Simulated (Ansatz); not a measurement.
Molecule: fluoro selenohypofluorite, SeF2, charge 0, multiplicity 1. SMILES: F[Se]F
Geometry from a B3LYP-D3(BJ)/def2-TZVP (Ansatz, a quantum-chemistry and plane-wave program) optimisation:
```
Se
F 1 1.7472
F 1 1.7472 2 96.84
```
Charge 0, spin multiplicity 1.

Quantity: vertical triplet-singlet gap, E(triplet) - E(singlet), in eV. Set-up: spin-orbit terms left out; each state is the SCF solution reached for its charge and spin; six Cartesian d functions in 6-31G* and its kin unless marked 5d; UHF or UKS for open shells; LANL2DZ with its own core potentials from Na on; valence correlation only (noble-gas shells and the d and f shells of earlier blocks); no dispersion term unless named; non-relativistic. First-principles rows: single points at B3LYP-D3(BJ) geometries (Ansatz). Levels can end on unlike triplets.

| level | program | vertical triplet-singlet gap, E(triplet) - E(singlet) (eV) |
|---|---|---|
| HF/6-31G* | Ansatz | 2.08 |
| HF/6-31G* with LANL2DZ past Ar | Ansatz | 2.40 |
| PBE/6-31G* | Ansatz | 2.03 |
| B3LYP/STO-3G | Ansatz | 3.65 |
| B3LYP/3-21G | Ansatz | 2.60 |
| B3LYP/6-31G* | Ansatz | 2.20 |
| B3LYP/6-31G* with LANL2DZ past Ar | Ansatz | 2.39 |
| MP2/6-31G* | Ansatz | 2.28 |
| MP2/6-31G* with LANL2DZ past Ar | Ansatz | 2.49 |
| PBE/def2-TZVPD | Ansatz | 1.99 |
| wB97X-V/def2-TZVPD | Ansatz | 2.29 |

No value to compare with is used here. The 9 habitual levels span 2.03 (PBE/6-31G*) to 3.65 eV (B3LYP/STO-3G); PBE/def2-TZVPD gives 1.99.

The levels are drawn from those run, B3LYP/6-31G* more often than the rest, none by its result; left out are runs that failed, that the program found above a lower state of the same kind, or whose <S^2> lies over 0.5 above the pure value.
